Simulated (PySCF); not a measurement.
Point-charge models of `C=C1CC[C@@]1(F)CF` against its computed dipole.

Coordinates (GFN2-xTB, Å) and charges (e) from the PBE0/pcSseg-1 density (PySCF):

```tsv
atom	x	y	z	Mulliken	IAO	Hirshfeld	ESP-fitted
C1	0.132	2.146	-0.084	-0.0344	-0.3189	-0.1002	-0.5694
C2	0.353	0.850	-0.120	-0.3216	-0.0007	-0.0072	+0.1467
C3	1.557	-0.039	0.044	-0.1120	-0.2812	-0.0724	-0.1292
C4	0.712	-1.228	-0.456	-0.1590	-0.2884	-0.0825	-0.3001
C5	-0.539	-0.332	-0.428	+0.0312	+0.2874	+0.0927	+0.3707
F6	-1.217	-0.255	-1.635	-0.3192	-0.3220	-0.1162	-0.2809
C7	-1.590	-0.673	0.629	+0.2385	+0.0301	+0.0144	-0.1513
F8	-1.000	-0.852	1.849	-0.3308	-0.3239	-0.1062	-0.1852
H9	-0.842	2.559	-0.281	+0.1157	+0.1566	+0.0503	+0.2153
H10	0.924	2.843	0.132	+0.1129	+0.1571	+0.0520	+0.2118
H11	2.415	0.227	-0.569	+0.1364	+0.1508	+0.0472	+0.0865
H12	1.876	-0.137	1.081	+0.1451	+0.1564	+0.0468	+0.0793
H13	0.957	-1.545	-1.467	+0.1395	+0.1574	+0.0472	+0.1248
H14	0.668	-2.093	0.201	+0.1273	+0.1466	+0.0418	+0.1166
H15	-2.313	0.143	0.725	+0.1152	+0.1471	+0.0462	+0.1315
H16	-2.101	-1.605	0.367	+0.1152	+0.1455	+0.0465	+0.1328
```

**Question.** Form Σ q r in debye for every column and set it beside the full dipole.

**Answer.** The full density gives (0.53, 0.10, 0.04) D, 0.54 D in size; dipole vectors point from the negative to the positive end.

```csv
scheme,μx,μy,μz,size (D),share of the full size (%),angle to the full dipole (°)
Mulliken,1.13,0.11,0.79,1.39,256,31
IAO,0.48,0.10,-0.06,0.50,92,11
Hirshfeld,0.30,0.07,0.06,0.32,59,8
ESP-fitted,0.55,0.07,0.06,0.56,104,4
```

**Question.** Which set comes closest?

**Answer.** Length of the difference vector: ESP-fitted 0.04 D, IAO 0.11 D, Hirshfeld 0.23 D, Mulliken 0.96 D. Closest: ESP-fitted. ESP charges are fitted to the potential around the molecule, whose slowest-falling term is the dipole's. 

**Question.** What is left for the Hirshfeld atoms' own dipoles?

**Answer.** The shares of the density sum to the whole, so what Σ q r misses lies in dipoles about the nuclei. The atomic dipoles sum to (0.53, 0.10, 0.04) − (0.30, 0.07, 0.06) = (0.23, 0.03, -0.02) D, 0.23 D in size.

**Question.** With the origin at the mean of the coordinates, (0.000, 0.001, -0.001) Å, which are the largest single terms, by size, of the Hirshfeld dipole along the direction of the full one?

**Answer.** F6 +0.76, H11 +0.54, C3 -0.53, H16 -0.52, F8 +0.51 D; all 16 atoms together +0.32 D. The single terms depend on the origin, their sum doesn't.

**Question.** Give the size of the full dipole in other units.

**Answer.** 0.54 D = 0.213 au = 0.113 e·Å = 1.80 × 10⁻³⁰ C·m.

The structure is a single GFN2-xTB conformer in the gas phase; no vibrational or solvent corrections.

The run behind these numbers computed NMR shieldings as well. Time: 32 s of wall time (grids of density and orbitals included); peak memory 0.86 GiB. Hardware: Arm Neoverse V1, one thread, shared host.

Shape of the structure used: `[CH2:1]=[C:2]1[CH2:3][CH2:4][C@@:5]1([F:6])[CH2:7][F:8]`: C4–C5–C7–F8 48°.
